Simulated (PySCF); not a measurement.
## Basis and Hamiltonian dependence of the ionisation energy of Mo⁺

Mo⁺ [Kr] 4d5 (6S) → Mo²⁺ [Kr] 4d4 (5D). Calculated with PySCF 2.14 from differences of total energies of unrestricted determinants, without spin-orbit coupling. Values in eV.

| basis | Hamiltonian | functions | UHF | PBE | PBE0 | MP2 (valence) | CCSD(T) (valence) | CCSD(T) (valence and next inner shell) |
| --- | --- | --- | --- | --- | --- | --- | --- | --- |
| def2-TZVP with the def2 core potential (28 electrons) | ECP | 40 | 15.144 | n/a | 16.300 | 15.657 | n/a | n/a |
| x2c-SVPall | spin-free X2C | 53 | 15.126 | n/a | n/a | 15.661 | n/a | n/a |
| aug-cc-pVDZ-PP with ECP28MDF | ECP | 54 | 15.140 | 16.442 | 16.308 | 15.717 | 15.793 | n/a |
| x2c-TZVPall | spin-free X2C | 63 | 15.114 | 16.507 | n/a | 15.649 | n/a | n/a |
| ANO-RCC-VTZP | spin-free X2C | 68 | 15.072 | 16.484 | 16.325 | 15.741 | 15.805 | 16.000 |
| aug-cc-pwCVDZ-PP with ECP28MDF | ECP | 70 | 15.094 | 16.414 | 16.277 | 15.737 | 15.801 | 15.873 |
| x2c-TZVPPall | spin-free X2C | 79 | 15.083 | 16.494 | 16.336 | 15.744 | 15.807 | 16.006 |
| def2-QZVPPD with the def2 core potential (28 electrons) | ECP | 81 | 15.102 | 16.423 | 16.285 | 15.776 | 15.838 | 16.010 |
| aug-cc-pVTZ-PP with ECP28MDF | ECP | 88 | 15.082 | 16.408 | 16.270 | 15.746 | 15.810 | n/a |
| aug-cc-pVTZ-DK | spin-free X2C | 102 | 15.065 | 16.469 | 16.311 | 15.733 | 15.797 | n/a |
| x2c-QZVPPall | spin-free X2C | 111 | 15.059 | 16.471 | 16.312 | 15.741 | n/a | n/a |
| aug-cc-pVTZ-PP with one added diffuse shell each of s, p, d, f, g type with ECP28MDF | ECP | 113 | 15.082 | 16.408 | 16.270 | 15.746 | n/a | n/a |
| aug-cc-pwCVTZ-PP with ECP28MDF | ECP | 122 | 15.074 | 16.406 | 16.267 | 15.761 | n/a | n/a |
| aug-cc-pwCVTZ-DK | spin-free X2C | 136 | 15.058 | 16.471 | 16.311 | 15.744 | n/a | n/a |

Frozen in the all-electron rows: valence: [Kr]; valence and next inner shell: [Ar] 3d10; with a core potential, the same shells as far as they lie outside it.

Between the lowest levels the reference is 16.16 ± 0.12 eV (semi-empirical (NIST evaluation); NIST Atomic Spectra Database, ionization energies); it includes spin-orbit coupling, which these numbers lack.
